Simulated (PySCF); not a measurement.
Simulated absorption spectrum

Species: C5H4F2O2.
Structure used (PBE0-D3(BJ)/def2-SVP), in Å, numbered top down from 1:
```xyz
13
C5H4F2O2 angstrom
F      2.4675    0.8233    0.1110
C      1.5567    1.0863   -0.8500
F      2.2158    1.3975   -1.9600
O      0.8138   -0.0222   -1.1227
C     -0.1632   -0.3362   -0.2290
C     -0.0849   -0.3691    1.2000
C     -1.3160   -0.7909    1.6063
O     -2.1159   -1.0211    0.5505
C     -1.4228   -0.7375   -0.5699
H      0.9375    1.9393   -0.5156
H      0.7726   -0.1232    1.8200
H     -1.7480   -0.9736    2.5867
H     -1.9218   -0.8808   -1.5232
```

Computed with PySCF, TDDFT CAM-B3LYP/def2-SVPD, vertical, gas phase, core orbitals frozen in the response.

Each state is given a Gaussian of 0.25 eV full width at half maximum, with ε(max) = 2.175×10⁸ f / Δν̃ (Δν̃ the width in cm⁻¹). The width is an assumption, not a result. The curve ends short of the highest state used, and states not computed would add to its high-energy end.

```
λ (nm)  ε (L mol⁻¹ cm⁻¹)
 162.8              2462
 164.0              2303
 165.2              2331
 166.4              2031
 167.7              1620
 168.9              1634
 170.1              2170
 171.3              2907
 172.5              3335
 173.7              3190
 174.9              2662
 176.1              2176
 177.3              1987
 178.6              2023
 179.8              2003
 181.0              1770
 182.2              1363
 183.4               928
 184.6               577
 185.8               344
 187.0               201
 188.2               117
 189.5                73
 190.7                83
 191.9               196
 193.1               531
 194.3              1296
 195.5              2747
 196.7              5052
 197.9              8097
 199.1             11362
 200.3             14023
 201.6             15319
 202.8             14681
 204.0             12542
 205.2              9589
 206.4              6588
 207.6              4082
 208.8              2289
 210.0              1166
 211.2               542
 212.5               213
 213.7                82
 214.9                29
```

Question: Locate the maxima and give the states behind the curve.

Answer: 202 nm (6.15 eV), ε about 15000, made up of S1 (100%); 179 nm (6.92 eV), ε about 2000, made up of S3 (91%) (hardly more than a shoulder); 173 nm (7.18 eV), ε about 3400, made up of S4 (98%); 165 nm (7.52 eV), ε about 2400, made up of S5 (96%) (hardly more than a shoulder) (ε in L mol⁻¹ cm⁻¹; maxima over ε = 5, shares over 10%). At its high-energy end, 7.61 eV, the curve is still rising (ε about 2400, from S5, S6 and S7). The states used: S1 6.14 eV (f 0.142); S2 6.70 eV (f 0.0015); S3 6.90 eV (f 0.017); S4 7.18 eV (f 0.030); S5 7.51 eV (f 0.021); S6 7.86 eV (f 0.059); S7 7.91 eV (f 0.244); S8 7.99 eV (f 0.051); S9 8.10 eV (f 0.010); S10 8.21 eV (f 0.093).

Question: On this curve, what absorbance would a 10⁻³ mol/L sample give at 193 nm over a 1 cm path?

Answer: 193 nm is 6.424 eV, where ε is about 490 L mol⁻¹ cm⁻¹, so A = ε c l ≈ 0.49 (Beer–Lambert, with the gas-phase spectrum and the assumed width).

Question: What would ε be at 6.15 eV, the highest of these maxima, with half the width (0.125 eV)?

Answer: About 30500 L mol⁻¹ cm⁻¹ against 15300, a factor of about 1.99; a lone state at its own centre would give exactly 2.

Question: Coming from long wavelengths, where does ε first pass 100 L mol⁻¹ cm⁻¹?

Answer: At about 213 nm (5.81 eV), 0.34 eV below S1.

All these states lie below the vertical ionisation energy of 9.12 eV (ΔSCF).

One conformer stands for the species.
